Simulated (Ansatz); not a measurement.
Molecule: C2H9P2Si (charge 0, doublet). It need not be the lowest isomer of its formula. 
Geometry from a B3LYP-D3(BJ)/def2-TZVP (Ansatz, a quantum-chemistry and plane-wave program) optimisation:
SMILES: C[Si](C)([PH])P
```xyz
14

C     -1.2088    -0.5943    -1.6373
Si     0.0851    -0.1276    -0.3591
C      1.7819     0.0329    -1.1510
P      0.0382    -1.6102     1.3328
P     -0.4819     1.9278     0.4519
H     -1.2587     0.1556    -2.4296
H     -2.1988    -0.6767    -1.1852
H     -0.9674    -1.5563    -2.0943
H      2.0994    -0.9213    -1.5760
H      2.5307     0.3431    -0.4208
H      1.7590     0.7737    -1.9537
H      1.2441    -1.0920     1.8859
H     -1.5925     1.4729     1.2077
H      0.4112     1.8908     1.5533
```
Charge 0, spin multiplicity 2.

Wanted: atomisation energy (electronic, to ground-state atoms), in kcal/mol. Cores are frozen in the correlated levels unless marked. UHF or UKS for open shells. No spin-orbit coupling. No relativistic terms. The coupled-cluster limit lacks core correlation, which all-electron functionals hold. Basis-set limits of correlation are two-point, X^-3; Hartree-Fock from the larger set. [CCSD(T)-MP2]/basis is that difference in the basis named.

```
level                                                                 program  atomisation energy (kcal/mol)  minus last row
-------------------------------------------------------------  --------------  -----------------------------  --------------
HF/6-31G                                                               Ansatz                          719.5          -395.8
HF/cc-pV(T+d)Z                                                         Ansatz                          821.8          -293.5
SVWN5/def2-TZVPD                                                       Ansatz                         1258.6           143.3
PBE/def2-TZVPD                                                         Ansatz                         1120.2             4.9
PBE-D3(BJ)/def2-TZVPD                                          Ansatz + dftd3                         1129.8            14.5
B3LYP-D4/def2-TZVPD                                            Ansatz + dftd4                         1121.6             6.3
B3LYP/def2-TZVPD                                                       Ansatz                         1106.5            -8.8
BHLYP-D4/def2-TZVPD                                            Ansatz + dftd4                         1100.7           -14.6
HSE06-D3(BJ)/def2-TZVPD                                        Ansatz + dftd3                         1119.6             4.3
B2GP-PLYP-D4/def2-TZVPD                                        Ansatz + dftd4                         1097.3           -18.0
B2PLYP/def2-TZVPD                                                      Ansatz                         1096.1           -19.2
MP2/cc-pV(D+d)Z                                                        Ansatz                         1016.6           -98.7
SCS-MP2/cc-pV(D+d)Z                                                    Ansatz                         1018.7           -96.6
SCS-MP2/cc-pV(T+d)Z                                                    Ansatz                         1086.2           -29.1
SCS-MP2/cc-pV(Q+d)Z                                                    Ansatz                         1108.2            -7.1
CCSD/cc-pV(D+d)Z                                                       Ansatz                         1007.6          -107.7
CCSD/CBS(cc-pV(T+d)Z,cc-pV(Q+d)Z)                                      Ansatz                         1099.5           -15.8
CCSD(T)/6-31G                                                          Ansatz                          896.6          -218.7
CCSD(T) with core electrons (1s frozen past Ne)/cc-pwCVTZ              Ansatz                         1087.2           -28.1
RI-MP2/CBS(cc-pV(T+d)Z,cc-pV(Q+d)Z)+[CCSD(T)-MP2]/cc-pV(T+d)Z          Ansatz                         1114.6            -0.7
CCSD(T)/CBS(cc-pV(T+d)Z,cc-pV(Q+d)Z)                                   Ansatz                         1115.3             0.0
```
